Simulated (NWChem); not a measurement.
# MoSClF3; SMILES [Cl][Mo]([F])([F])([F])=[S]

No frequency run checked for a minimum. def2 effective core potentials on Mo; no spin-orbit coupling.

Q: Give the equilibrium geometry at PBE0/def2-SVP with def2 effective core potentials on Mo (NWChem) as an XYZ file, with the point group.

A: point group Cs; any orientation.
```
6

Mo    -0.1619    -0.1520     0.0000
S      1.6757    -1.0936     0.0000
F     -0.5764     0.0216     1.7805
F     -0.5764     0.0216    -1.7805
F     -1.4407    -1.4752     0.0000
Cl     0.3189     2.0711     0.0000
```
